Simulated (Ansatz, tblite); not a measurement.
Isomers of Li7 (doublet), found by a short tight-binding search and relaxed with PBE/def2-TZVP in Ansatz.

The xTB rows come from tblite. Correlated methods freeze no core orbitals; core or outer-core shells of Li are correlated, in sets that lack core-valence functions.

Run but left out: HF/def2-TZVPP, MP2/def2-TZVPP, CCSD/def2-TZVPP, CCSD(T)/def2-TZVPP (A: ⟨S²⟩ 1.77, where a pure state has 0.75).

A: At r2SCAN/def2-TZVP the charge 0 doublet is spin-contaminated (final ⟨S²⟩ up to 0.83, 0.75 for a pure state).

Other spin states weren't relaxed.

A:

```xyz
7

Li   -0.388    1.589    2.427
Li   -0.292   -1.355   -1.484
Li   -0.248    1.494   -2.503
Li   -1.884    0.753   -0.068
Li    0.965    0.714    0.016
Li   -0.384   -1.301    1.512
Li    2.231   -1.894    0.100
```

B:

Cartesian coordinates in Å:
```
Li 0.558 2.398 0.780
Li 0.447 1.440 -2.098
Li -0.621 -2.373 0.811
Li -0.101 0.039 2.581
Li -1.393 0.345 -0.059
Li -0.282 -1.506 -2.078
Li 1.392 -0.344 0.062
```

Estimate which lies lowest at each level, and how far above it the others are (kcal/mol).


```csv
level,A,B
GFN1-xTB,4.6,0.0
GFN2-xTB,1.4,0.0
PBE/def2-TZVP,3.7,0.0
r2SCAN/def2-TZVP,3.0,0.0
PBE0/def2-TZVP,2.8,0.0
BHLYP/def2-TZVP,1.7,0.0
B2PLYP/def2-TZVP,3.2,0.0
```
Point groups (tolerance 0.1 Å): A C3v, B D5h. Lower isomers may exist.
